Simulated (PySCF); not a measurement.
PySCF input file for AlFCl2, SMILES [F][Al]([Cl])[Cl], ADC(2)/aug-cc-pVDZ. The structure is a stationary point at PBE0-D3(BJ)/def2-SVP.

```python
import numpy as np
from pyscf import gto, scf, dft, adc

mol = gto.M(
    atom='''
    Al   -0.00000000   -0.00000000   -0.34784229
    F     0.00000000    0.00000000   -1.99804987
    Cl    0.00000000    1.80921629    0.66189408
    Cl    0.00000000   -1.80921629    0.66189408
    ''',
    basis='aug-cc-pVDZ',
    charge=0,
    spin=0,
    max_memory=1600,
    verbose=4,
)
mf = scf.RHF(mol)
mf.conv_tol = 1e-10
mf.max_cycle = 100
mf.kernel()
res = {}
for kind, nroots in (('ee', 6), ('ip', 6), ('ea', 2)):
    a = adc.ADC(mf).density_fit('aug-cc-pvdz-ri')
    a.method, a.method_type = 'adc(2)', kind
    e, v, p, x = a.kernel(nroots=nroots)
    res[kind] = (e * 27.211386245988, p)
for kind, (e, p) in res.items():
    print(kind, 'energies / eV', np.round(e, 3), 'strengths', np.round(p, 4))
```

It prints:

```
PySCF version 2.14.0

[INPUT] verbose = 4
[INPUT] num. atoms = 4
[INPUT] num. electrons = 56
[INPUT] charge = 0
[INPUT] spin (= nelec alpha-beta = 2S) = 0
[INPUT] symmetry False subgroup None
[INPUT] Mole.unit = angstrom
[INPUT] Symbol           X                Y                Z      unit          X                Y                Z       unit  Magmom
[INPUT]  1 Al     0.000000000000   0.000000000000  -0.347842290000 AA    0.000000000000   0.000000000000  -0.657326662642 Bohr   0.0
[INPUT]  2 F      0.000000000000   0.000000000000  -1.998049870000 AA    0.000000000000   0.000000000000  -3.775767037523 Bohr   0.0
[INPUT]  3 Cl     0.000000000000   1.809216290000   0.661894080000 AA    0.000000000000   3.418923288202   1.250798534671 Bohr   0.0
[INPUT]  4 Cl     0.000000000000  -1.809216290000   0.661894080000 AA    0.000000000000  -3.418923288202   1.250798534671 Bohr   0.0

nuclear repulsion = 243.008928962145
number of shells = 32
number of NR pGTOs = 185
number of NR cGTOs = 104
basis = aug-cc-pVDZ
ecp = {}


******** <class 'pyscf.scf.hf.RHF'> ********
method = RHF
initial guess = minao
damping factor = 0
level_shift factor = 0
DIIS = <class 'pyscf.scf.diis.CDIIS'>
diis_start_cycle = 1
diis_space = 8
diis_damp = 0
SCF conv_tol = 1e-10
SCF conv_tol_grad = None
SCF max_cycles = 100
direct_scf = True
direct_scf_tol = 1e-13
Set gradient conv threshold to 1e-05
Initial guess from minao.
init E= -1260.69300696794
  HOMO = -0.455042351709627  LUMO = -0.0398115117722497  gap/eV = 11.29901
cycle= 1 E= -1260.53767264189  delta_E= 0.155  |g|= 0.544  |ddm|= 1.64
  HOMO = -0.480734038485452  LUMO = 0.00834363099393354  gap/eV = 13.30848
cycle= 2 E= -1260.58955925939  delta_E= -0.0519  |g|= 0.328  |ddm|= 0.709
  HOMO = -0.481775865475191  LUMO = 0.0198192331210816  gap/eV = 13.64910
cycle= 3 E= -1260.60845219712  delta_E= -0.0189  |g|= 0.0356  |ddm|=  0.2
  HOMO = -0.480649682873721  LUMO = 0.0227378619700174  gap/eV = 13.69787
cycle= 4 E= -1260.60890083623  delta_E= -0.000449  |g|= 0.0117  |ddm|= 0.058
  HOMO = -0.479505453483505  LUMO = 0.0223010395434642  gap/eV = 13.65485
cycle= 5 E= -1260.60895690959  delta_E= -5.61e-05  |g|= 0.00208  |ddm|= 0.0189
  HOMO = -0.479776832839042  LUMO = 0.0222265898659355  gap/eV = 13.66021
cycle= 6 E= -1260.60896016066  delta_E= -3.25e-06  |g|= 0.000512  |ddm|= 0.00458
  HOMO = -0.479716999667288  LUMO = 0.0222262112511187  gap/eV = 13.65857
cycle= 7 E= -1260.60896038407  delta_E= -2.23e-07  |g|= 0.000136  |ddm|= 0.00118
  HOMO = -0.479745340081418  LUMO = 0.0222238987648637  gap/eV = 13.65928
cycle= 8 E= -1260.60896039836  delta_E= -1.43e-08  |g|= 3.11e-05  |ddm|= 0.000306
  HOMO = -0.479739985292565  LUMO = 0.0222257184987535  gap/eV = 13.65918
cycle= 9 E= -1260.60896039916  delta_E= -8.01e-10  |g|= 7.69e-06  |ddm|= 6.17e-05
  HOMO = -0.479740887633962  LUMO = 0.0222255486789766  gap/eV = 13.65920
cycle= 10 E= -1260.60896039921  delta_E= -4.87e-11  |g|= 1.46e-06  |ddm|= 1.64e-05
  HOMO = -0.479740845727302  LUMO = 0.0222255554125494  gap/eV = 13.65920
Extra cycle  E= -1260.60896039922  delta_E= -7.28e-12  |g|= 5.85e-07  |ddm|= 2.12e-06
converged SCF energy = -1260.60896039922

******** <class 'pyscf.adc.radc.RADC'> ********
******** ADC Orbital Information ********
Number of Frozen Occupied Orbitals: 0
Number of Frozen Virtual Orbitals: 0
Number of Active Occupied Orbitals: 28
Number of Active Virtual Orbitals: 76
*****************************************
******** <class 'pyscf.df.df.DF'> ********
auxbasis = aug-cc-pvdz-ri
Reference correlation energy (doubles): -0.57642650
MP2 correlation energy of reference state (a.u.) = -0.57642650

******** <class 'pyscf.adc.radc_ee.RADCEE'> ********
max_space = 12
max_cycle = 50
conv_tol = 1e-08

*************************************************************
        ADC calculation summary (singlet states only)
*************************************************************
adc(2) root 0  |  Energy (Eh) =   0.2699194584  |  Energy (eV) =   7.34488258  |  Osc. strength = 0.02163094  |  conv = True
adc(2) root 1  |  Energy (Eh) =   0.2775490138  |  Energy (eV) =   7.55249335  |  Osc. strength = 0.00000000  |  conv = True
adc(2) root 2  |  Energy (Eh) =   0.2917858997  |  Energy (eV) =   7.93989875  |  Osc. strength = 0.00000000  |  conv = True
adc(2) root 3  |  Energy (Eh) =   0.2933400849  |  Energy (eV) =   7.98219029  |  Osc. strength = 0.09487145  |  conv = True
adc(2) root 4  |  Energy (Eh) =   0.2952043813  |  Energy (eV) =   8.03292037  |  Osc. strength = 0.11205663  |  conv = True
adc(2) root 5  |  Energy (Eh) =   0.3094127772  |  Energy (eV) =   8.41955052  |  Osc. strength = 0.02750550  |  conv = True

******** <class 'pyscf.adc.radc.RADC'> ********
******** ADC Orbital Information ********
Number of Frozen Occupied Orbitals: 0
Number of Frozen Virtual Orbitals: 0
Number of Active Occupied Orbitals: 28
Number of Active Virtual Orbitals: 76
*****************************************
******** <class 'pyscf.df.df.DF'> ********
auxbasis = aug-cc-pvdz-ri
Reference correlation energy (doubles): -0.57642650
MP2 correlation energy of reference state (a.u.) = -0.57642650

******** <class 'pyscf.adc.radc_ip.RADCIP'> ********
max_space = 12
max_cycle = 50
conv_tol = 1e-08

*************************************************************
        ADC calculation summary (doublet states only)
*************************************************************
adc(2) root 0  |  Energy (Eh) =   0.4375121080  |  Energy (eV) =  11.90531086  |  Spec. factor = 1.80825978  |  conv = True
adc(2) root 1  |  Energy (Eh) =   0.4506151288  |  Energy (eV) =  12.26186222  |  Spec. factor = 1.81581213  |  conv = True
adc(2) root 2  |  Energy (Eh) =   0.4611582702  |  Energy (eV) =  12.54875571  |  Spec. factor = 1.81006415  |  conv = True
adc(2) root 3  |  Energy (Eh) =   0.4654078917  |  Energy (eV) =  12.66439380  |  Spec. factor = 1.81265098  |  conv = True
adc(2) root 4  |  Energy (Eh) =   0.4865603329  |  Energy (eV) =  13.23998104  |  Spec. factor = 1.77938392  |  conv = True
adc(2) root 5  |  Energy (Eh) =   0.5171496972  |  Energy (eV) =  14.07236004  |  Spec. factor = 1.74222475  |  conv = True

******** <class 'pyscf.adc.radc.RADC'> ********
******** ADC Orbital Information ********
Number of Frozen Occupied Orbitals: 0
Number of Frozen Virtual Orbitals: 0
Number of Active Occupied Orbitals: 28
Number of Active Virtual Orbitals: 76
*****************************************
******** <class 'pyscf.df.df.DF'> ********
auxbasis = aug-cc-pvdz-ri
Reference correlation energy (doubles): -0.57642650
MP2 correlation energy of reference state (a.u.) = -0.57642650

******** <class 'pyscf.adc.radc_ea.RADCEA'> ********
max_space = 12
max_cycle = 50
conv_tol = 1e-08

*************************************************************
        ADC calculation summary (doublet states only)
*************************************************************
adc(2) root 0  |  Energy (Eh) =  -0.0021410561  |  Energy (eV) =  -0.05826110  |  Spec. factor = 1.93564943  |  conv = True
adc(2) root 1  |  Energy (Eh) =   0.0211758387  |  Energy (eV) =   0.57622392  |  Spec. factor = 1.96046653  |  conv = True
ee energies / eV [7.345 7.552 7.94  7.982 8.033 8.42 ] strengths [0.0216 0.     0.     0.0949 0.1121 0.0275]
ip energies / eV [11.905 12.262 12.549 12.664 13.24  14.072] strengths [1.8083 1.8158 1.8101 1.8127 1.7794 1.7422]
ea energies / eV [-0.058  0.576] strengths [1.9356 1.9605]
```

The run converged.
